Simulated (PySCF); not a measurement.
From one molecule to another.

First species: C6H9ClF2O.
InChI=1S/C6H9ClF2O/c1-3-4(2)6(8,9)5(7)10/h4H,3H2,1-2H3/t4-/m0/s1

Second species: C3H10O4Si3.
Atom-mapped SMILES: `[CH3:1][C:2](=[O:3])[O:4][C@@H:5]1[SiH2:6][O:7][Si@H:8]1[O:9][SiH3:10]` (hydrogens: H11, H12, H13 on C1; H14 on C5; H15, H16 on Si6; H17 on Si8; H18, H19, H20 on Si10)

Levels: PBE0/pcSseg-1 for dipole moment, HOMO energy, LUMO energy and HOMO–LUMO gap; GFN2-xTB for rotational constant A and rotational constant C. Geometries: GFN2-xTB. All species are isolated and taken at one optimised geometry, non-relativistic unless stated; the electronic structure was computed with PySCF and density fitting.

The conformers computed, where there is a choice (atom-mapped SMILES and torsion angles):
- `[CH3:1][CH2:2][C@H:3]([CH3:4])[C:5]([F:6])([F:7])[C:8](=[O:9])[Cl:10]`: C1–C2–C3–C4 -169°, C2–C3–C5–F6 -74°, C3–C5–C8–O9 71°
- `[CH3:1][C:2](=[O:3])[O:4][C@@H:5]1[SiH2:6][O:7][Si@H:8]1[O:9][SiH3:10]`: C1–C2–O4–C5 -178°, C2–O4–C5–Si6 -28°, O7–Si8–O9–Si10 30°

Values for the first species:

```
Dipole moment         : 2.58 D
HOMO energy           : -8.83 eV
LUMO energy           : -1.85 eV
HOMO–LUMO gap         : 6.98 eV
Rotational constant A : 1.276 GHz
Rotational constant C : 0.852 GHz
```

(1) Estimate the same properties for the second species, and the change in each.

## Answers

(1) 
```
             property      first     second  second less first
        dipole moment     2.58 D     2.99 D            +0.41 D
          HOMO energy   -8.83 eV   -7.71 eV           +1.12 eV
          LUMO energy   -1.85 eV   -0.28 eV           +1.57 eV
        HOMO–LUMO gap    6.98 eV    7.43 eV           +0.45 eV
rotational constant A  1.276 GHz  1.917 GHz         +0.641 GHz
rotational constant C  0.852 GHz  0.389 GHz         -0.463 GHz
```

On the first: A dipole of 2.58 D is allowed in C1, and pure rotational transitions are dipole-allowed. The dipole equals about 8.6 × 10⁻³⁰ C·m (1 D = 3.33564 × 10⁻³⁰ C·m).

On the second: The dipole equals about 10.0 × 10⁻³⁰ C·m (1 D = 3.33564 × 10⁻³⁰ C·m). A dipole of 2.99 D is allowed in C1, and pure rotational transitions are dipole-allowed. GFN2-xTB frequencies show an imaginary mode (30i cm⁻¹), so this geometry is no minimum at that level.
